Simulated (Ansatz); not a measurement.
`C[O][AlH][F]` and `C[O][Al]([F])[Br]` differ in one atom or group.

Ansatz, PBE0-D4/def2-TZVP geometries, multiplicity 1. Each molecule was computed in one conformer, which needn't be the lowest.

Scalar relativity is left out up to krypton.

| property | `C[O][AlH][F]` |
| --- | --- |
| HOMO–LUMO gap (ωB97M-V/def2-TZVPP) / eV | 11.99 |
| ideal-gas entropy at 298 K and 1 bar (rigid rotor, harmonic PBE0-D4/def2-TZVP) / J/(mol·K) | 324 |
| HOMO–LUMO gap (B3LYP/def2-TZVPP) / eV | 7.56 |
| LUMO energy (PBE0/def2-TZVPP) / eV | -0.42 |
| size of the dipole moment (B3LYP/def2-TZVPP) / D | 1.15 |
| LUMO energy (PBE/def2-TZVPP) / eV | -1.19 |

Problem. What does the change do to each property? (Estimate.)

Solution. Computed: 
```tsv
property	`C[O][Al]([F])[Br]`	shift
HOMO–LUMO gap (ωB97M-V/def2-TZVPP) / eV	11.69	-0.30
ideal-gas entropy at 298 K and 1 bar (rigid rotor, harmonic PBE0-D4/def2-TZVP) / J/(mol·K)	369	45
HOMO–LUMO gap (B3LYP/def2-TZVPP) / eV	7.12	-0.44
LUMO energy (PBE0/def2-TZVPP) / eV	-1.00	-0.58
size of the dipole moment (B3LYP/def2-TZVPP) / D	2.04	0.89
LUMO energy (PBE/def2-TZVPP) / eV	-1.87	-0.68
```

With PBE0 the HOMO falls by 0.21 eV and the LUMO falls by 0.58 eV, so the gap narrows by about 0.37 eV. PBE moves the HOMO by -0.20 eV and ωB97M-V by -0.13 eV. Dipoles are sizes alone; their direction can turn.

B3LYP here is the variant with VWN-RPA as its local correlation; programs differ in this.

Spin–orbit coupling is left out; it splits and shifts lone-pair levels of the heavy atoms by tenths of an eV.
